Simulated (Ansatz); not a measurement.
**Worked example: C2H5ClSn + SiH2(CH3)(OH) → C2H6OSn + SiH2(CH3)Cl**

Species: C2H5ClSn `C[CH2][Sn][Cl]`, singlet; SiH2(CH3)(OH), singlet; C2H6OSn `C[CH2][Sn][OH]`, singlet; SiH2(CH3)Cl ((chlorosilyl)methane), singlet. The partners trade Cl for OH: Sn–Cl and Si–OH bonds give way to Sn–OH and Si–Cl.

Shapes, held fixed at every level: PBE0-D4/def2-TZVP. Flexible molecules stand in one conformer, not always the lowest. Programs: Ansatz 0.2.0. The zero-point and thermal change to 298 K, harmonic and unscaled (PBE0-D4/def2-TZVP), is -1.3 kJ/mol.

At CCSD(T)/def2-TZVPP; 1 Eh = 2625.50 kJ/mol:

| species | energy (Eh) |
| --- | --- |
| C2H5ClSn | -752.503279 |
| SiH2(CH3)(OH) | -405.880848 |
| C2H6OSn | -368.483166 |
| SiH2(CH3)Cl | -789.878086 |

Q: Work out ΔH(298 K) of the reaction at this level.

A: 
1. Products less reactants: (-368.483166) + (-789.878086) − [(-752.503279) + (-405.880848)] = 0.022875 Eh = +60.1 kJ/mol.
2. With the thermal change: +60.1 + (-1.3) = +58.8 kJ/mol.

Other levels give +51.2 (PBE-D4/def2-TZVPP) to +62.7 kJ/mol (B3LYP-D4/def2-TZVPP). No measured value is set beside it here. For atoms past krypton def2 sets carry core potentials with scalar relativity. Correlated rows may include outer-core shells of Sn, which these sets cover unevenly.
